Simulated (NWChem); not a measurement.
System: C$_{3}$H$_{5}$Br; SMILES C=C(Br)C

Here is an NWChem input.

```
start job
memory heap 200 mb stack 900 mb global 1100 mb
geometry units angstroms noautosym nocenter noautoz
  C      1.309892    -1.528559     0.000000
  C      0.113003    -0.943809     0.000000
  C     -1.211093    -1.628176     0.000000
  Br     0.000407     0.956740     0.000000
  H      2.239049    -0.956894     0.000000
  H      1.373598    -2.620470     0.000000
  H     -1.800039    -1.343433     0.885922
  H     -1.076627    -2.719620     0.000000
  H     -1.800039    -1.343433    -0.885922
end
basis spherical
  C library 6-31g*
  Br library 6-31g*
  H library 6-31g*
end
dft
  xc xpbe96 cpbe96
  iterations 150
end
cosmo
  do_cosmo_smd true
  solvent etoac
end
task dft energy
```

Excerpt of the output:

```
             Northwest Computational Chemistry Package (NWChem) 7.3.0
             --------------------------------------------------------

                             Geometry "geometry" -> ""
                             -------------------------

 Output coordinates in angstroms (scale by  1.889725989 to convert to a.u.)

  No.       Tag          Charge          X              Y              Z
 ---- ---------------- ---------- -------------- -------------- --------------
    1 C                    6.0000     1.30989200    -1.52855900     0.00000000
    2 C                    6.0000     0.11300300    -0.94380900     0.00000000
    3 C                    6.0000    -1.21109300    -1.62817600     0.00000000
    4 Br                  35.0000     0.00040700     0.95674000     0.00000000
    5 H                    1.0000     2.23904900    -0.95689400     0.00000000
    6 H                    1.0000     1.37359800    -2.62047000     0.00000000
    7 H                    1.0000    -1.80003900    -1.34343300     0.88592200
    8 H                    1.0000    -1.07662700    -2.71962000     0.00000000
    9 H                    1.0000    -1.80003900    -1.34343300    -0.88592200

 Effective nuclear repulsion energy (a.u.)     228.7834393850

  pbe96 is a nonlocal functional; adding pw91lda local functional.

                                 NWChem DFT Module
                                 -----------------

 Summary of "ao basis" -> "ao basis" (spherical)
 ------------------------------------------------------------------------------
       Tag                 Description            Shells   Functions and Types
 ---------------- ------------------------------  ------  ---------------------
 C                           6-31g*                  6       14   3s2p1d
 Br                          6-31g*                 12       32   5s4p3d
 H                           6-31g*                  2        2   2s

 in cosmo_initialize ...
 calling solv_data for solv:etoac

 solvent parameters
 solvname_short: etoac
 solvname_long:  ethyl acetate
 dielec:        5.9867
 dielecinf:     1.8832
 nonaqueous SMD model solvent descriptors
 dielec:        5.9867
 sola:          0.0000
 solb:          0.4500
 solc:          0.0000
 solg:         33.6700
 solh:          0.0000
 soln:          1.3723

          ---------------
          -cosmo- solvent
          ---------------
 Cosmo: York-Karplus, doi: 10.1021/jp992097l
 dielectric constant -eps-     =   5.99
 screen = (eps-1)/(eps    )    =   0.83296
 surface charge correction     = lagrangian

   van der Waals surface
 --------------------------

 ---------- ATOMIC COORDINATES (A.U.) ------------ VDWR(ANG.) --
     1    2.47533695   -2.88855767    0.00000000     1.850
     2    0.21354471   -1.78354040    0.00000000     1.850
     3   -2.28863392   -3.07680650    0.00000000     1.850
     4    0.00076912    1.80797644    0.00000000     3.060
     5    4.23118909   -1.80826746    0.00000000     1.200
     6    2.59572384   -4.95197026    0.00000000     1.200
     7   -3.40158048   -2.53872025    1.67414983     1.200
     8   -2.03453002   -5.13933659    0.00000000     1.200
     9   -3.40158048   -2.53872025   -1.67414983     1.200
 number of segments per atom =        128
 number of   points per atom =        128
 atom (   nspa,  nppa )
 ----------------------
    1 (     54,     0 )       0
    2 (      8,     0 )       0
    3 (     44,     0 )       0
    4 (    108,     0 )       0
    5 (     42,     0 )       0
    6 (     54,     0 )       0
    7 (     43,     0 )       0
    8 (     56,     0 )       0
    9 (     43,     0 )       0
 number of -cosmo- surface points =      452
 molecular surface =    147.368 angstrom**2
 molecular volume  =    151.386 angstrom**3
 -lineq- algorithm             =   0
 -bem- low  level              =   3
 -bem- from -octahedral-
 gaussian surface charge width =   4.50000
 degree of switching           =   1.00000
 switching function tolerance  =   0.00010
 atomic radii =
 --------------
    1  6.000  1.850
    2  6.000  1.850
    3  6.000  1.850
    4 35.000  3.060
    5  1.000  1.200
    6  1.000  1.200
    7  1.000  1.200
    8  1.000  1.200
    9  1.000  1.200
 ...... end of -cosmo- initialization ......

 nat:                     9
 ixmem:                  4523
 calling mnsol_interface()
 G(SMD-CDS) energy (kcal/mol)  =    -1.704
 SMD-CDS SASA (angstrom**2)    =   136.751

            General Information
            -------------------
          SCF calculation type: DFT
          Wavefunction type:  closed shell.
          No. of atoms     :     9
          No. of electrons :    58
           Alpha electrons :    29
            Beta electrons :    29
          Charge           :     0
          Spin multiplicity:     1
          Use of symmetry is: off; symmetry adaption is: off
          Maximum number of iterations: 150
          AO basis - number of functions:    84
                     number of shells:    40
          Convergence on energy requested:  1.00D-06
          Convergence on density requested:  1.00D-05
          Convergence on gradient requested:  5.00D-04

              XC Information
              --------------
          PerdewBurkeErnzerhof Exchange Functional  1.000
            Perdew 1991 LDA Correlation Functional  1.000 local
           PerdewBurkeErnz. Correlation Functional  1.000 non-local

             Grid Information
             ----------------
          Grid used for XC integration:  medium
          Radial quadrature: Mura-Knowles
          Angular quadrature: Lebedev.
          Tag              B.-S. Rad. Rad. Pts. Rad. Cut. Ang. Pts.
          ---              ---------- --------- --------- ---------
          C                   0.70       49          10.0       434
          Br                  1.15      112          10.0       590
          H                   0.35       45          11.0       434
          Grid pruning is: on
          Number of quadrature shells:   484
          Spatial weights used:  Erf1

      Superposition of Atomic Density Guess
      -------------------------------------

 Sum of atomic energies:       -2687.55920367

      Non-variational initial energy
      ------------------------------

 Total energy =   -2689.614787
 1-e energy   =   -4190.391457
 2-e energy   =    1271.993231
 HOMO         =      -0.272196
 LUMO         =       0.043682

   convergence    iter        energy       DeltaE   RMS-Dens  Diis-err
 ---------------- ----- ----------------- --------- --------- ---------
     COSMO gas phase
 d= 0,ls=0.0,diis     1  -2690.5421863663 -2.92D+03  1.25D-02  5.51D-01
 d= 0,ls=0.0,diis     2  -2690.4461757977  9.60D-02  1.11D-02  1.23D+00
 d= 0,ls=0.0,diis     3  -2690.5765195154 -1.30D-01  4.13D-03  1.75D-01
 d= 0,ls=0.0,diis     4  -2690.5963209861 -1.98D-02  2.03D-03  2.90D-02
 d= 0,ls=0.0,diis     5  -2690.6003245019 -4.00D-03  4.64D-04  1.70D-03
  Resetting Diis
 d= 0,ls=0.0,diis     6  -2690.6005851676 -2.61D-04  4.42D-05  1.71D-05
 d= 0,ls=0.0,diis     7  -2690.6005865698 -1.40D-06  2.52D-05  1.75D-06
 d= 0,ls=0.0,diis     8  -2690.6005864007  1.69D-07  1.44D-05  3.08D-06
 d= 0,ls=0.0,diis     9  -2690.6005867968 -3.96D-07  3.28D-06  4.92D-08

   convergence    iter        energy       DeltaE   RMS-Dens  Diis-err
 ---------------- ----- ----------------- --------- --------- ---------
     COSMO solvation phase
 d= 0,ls=0.0,diis     1  -2690.6063486230 -5.76D-03  1.35D-03  7.87D-04
 d= 0,ls=0.0,diis     2  -2690.6065930195 -2.44D-04  3.48D-04  3.10D-04
 d= 0,ls=0.0,diis     3  -2690.6066484212 -5.54D-05  9.96D-05  5.00D-05
 d= 0,ls=0.0,diis     4  -2690.6066529999 -4.58D-06  2.73D-05  7.80D-06
 d= 0,ls=0.0,diis     5  -2690.6066533976 -3.98D-07  1.22D-05  1.79D-06
 d= 0,ls=0.0,diis     6  -2690.6066536307 -2.33D-07  4.32D-06  1.42D-07

         Total DFT energy =    -2690.606653630661
      One electron energy =    -4193.737764346312
           Coulomb energy =     1383.152883354058
    Exchange-Corr. energy =     -108.862323417395
 Nuclear repulsion energy =      228.783439385031

             COSMO energy =        0.057111393957

 Numeric. integr. density =       58.000006486139

                                COSMO-SMD solvation results
                                ---------------------------

             internal energy in gas <Psi(g)|H|Psi(g)> =     -2690.600586796850
         internal energy in solvent <Psi(s)|H|Psi(s)> =     -2690.600233814758
                               delta internal energy  =         0.000352982091 (    0.22 kcal/mol)
   total free energy in solvent <Psi(s)|H+V/2|Psi(s)> =     -2690.603938397644
 polarization energy contribution <Psi(s)|V/2|Psi(s)> =        -0.003704582885 (   -2.32 kcal/mol)
    total free energy in solvent including G(SMD-CDS) =     -2690.606653630661
                       G(SMD-CDS) energy contribution =        -0.002715233018 (   -1.70 kcal/mol)
     1 M fixed-concentration free energy of solvation =        -0.006066833811 (   -3.81 kcal/mol)

                       DFT Final Molecular Orbital Analysis
                       ------------------------------------

 Vector   27  Occ=2.000000D+00  E=-2.813234D-01
              MO Center= -9.7D-02, -3.7D-03,  3.2D-09, r^2= 3.0D+00
   Bfn.  Coefficient  Atom+Function         Bfn.  Coefficient  Atom+Function
  ----- ------------  ---------------      ----- ------------  ---------------
    55      0.583913  4 Br pz                51     -0.265208  4 Br pz
    59      0.249418  4 Br pz                19      0.231017  2 C  pz
    33     -0.185595  3 C  pz                 5      0.170979  1 C  pz
    23      0.159086  2 C  pz                37     -0.112288  3 C  pz
    79     -0.112397  7 H  s                 83      0.112397  9 H  s

 Vector   28  Occ=2.000000D+00  E=-2.480575D-01
              MO Center= -1.1D-02,  7.7D-01, -4.4D-10, r^2= 2.0D+00
   Bfn.  Coefficient  Atom+Function         Bfn.  Coefficient  Atom+Function
  ----- ------------  ---------------      ----- ------------  ---------------
    53      0.761899  4 Br px                57      0.345990  4 Br px
    49     -0.342640  4 Br px                 6     -0.105989  1 C  s
    32      0.103891  3 C  py                34      0.103435  3 C  s
    45      0.102843  4 Br px                17     -0.092806  2 C  px
     4     -0.083233  1 C  py                82     -0.080559  8 H  s

 Vector   29  Occ=2.000000D+00  E=-2.144759D-01
              MO Center=  4.7D-01, -5.0D-01,  2.6D-09, r^2= 3.1D+00
   Bfn.  Coefficient  Atom+Function         Bfn.  Coefficient  Atom+Function
  ----- ------------  ---------------      ----- ------------  ---------------
    55      0.491282  4 Br pz                 5     -0.370192  1 C  pz
    19     -0.293358  2 C  pz                 9     -0.286174  1 C  pz
    59      0.238591  4 Br pz                51     -0.217987  4 Br pz
    23     -0.180108  2 C  pz                80      0.100997  7 H  s
    84     -0.100997  9 H  s                 33      0.069365  3 C  pz

 Vector   30  Occ=0.000000D+00  E=-2.369292D-02
              MO Center=  5.8D-01, -1.2D+00,  4.8D-09, r^2= 2.5D+00
   Bfn.  Coefficient  Atom+Function         Bfn.  Coefficient  Atom+Function
  ----- ------------  ---------------      ----- ------------  ---------------
     9      0.586769  1 C  pz                23     -0.580706  2 C  pz
    19     -0.465294  2 C  pz                 5      0.418086  1 C  pz
    80      0.198354  7 H  s                 84     -0.198354  9 H  s
    59      0.160808  4 Br pz                55      0.133358  4 Br pz
    79      0.086499  7 H  s                 83     -0.086499  9 H  s

 Vector   31  Occ=0.000000D+00  E=-2.130360D-02
              MO Center=  9.2D-02,  2.3D-01, -6.2D-09, r^2= 3.4D+00
   Bfn.  Coefficient  Atom+Function         Bfn.  Coefficient  Atom+Function
  ----- ------------  ---------------      ----- ------------  ---------------
    20      0.901651  2 C  s                 58      0.768055  4 Br py
    22      0.524597  2 C  py                54      0.487396  4 Br py
    18      0.438715  2 C  py                56     -0.416618  4 Br s
    52      0.269046  4 Br s                 78      0.254055  6 H  s
    76     -0.234999  5 H  s                 50     -0.205658  4 Br py

 Vector   32  Occ=0.000000D+00  E= 8.847653D-02
              MO Center= -4.0D-01, -1.9D+00,  1.8D-09, r^2= 5.5D+00
   Bfn.  Coefficient  Atom+Function         Bfn.  Coefficient  Atom+Function
  ----- ------------  ---------------      ----- ------------  ---------------
    34      1.672157  3 C  s                 82     -1.011857  8 H  s
     6      0.897274  1 C  s                 78     -0.881101  6 H  s
    80     -0.737821  7 H  s                 84     -0.737821  9 H  s
    76     -0.512994  5 H  s                 56     -0.486451  4 Br s
     8     -0.399157  1 C  py                52     -0.375811  4 Br s

     Multipole analysis of the density
     ---------------------------------

     L   x y z        total         alpha         beta         nuclear
     -   - - -        -----         -----         ----         -------
     0   0 0 0     -0.000000    -29.000000    -29.000000     58.000000

     1   1 0 0     -0.128795     -0.273211     -0.273211      0.417628
     1   0 1 0     -0.831769     -0.320251     -0.320251     -0.191267
     1   0 0 1     -0.000000     -0.000000     -0.000000      0.000000

     2   2 0 0    -25.897168    -73.141591    -73.141591    120.386013
     2   1 1 0      0.268314     -2.033366     -2.033366      4.335045
     2   1 0 1      0.000000      0.000000      0.000000      0.000000
     2   0 2 0    -24.626326   -166.038763   -166.038763    307.451201
     2   0 1 1     -0.000000     -0.000000     -0.000000      0.000000
     2   0 0 2    -28.821437    -17.213496    -17.213496      5.605555
```

Level: PBE/6-31G* (spherical d), SMD on the gas-phase geometry. The geometry was optimised at PBE0/def2-SVP. Solvent: ethyl acetate.
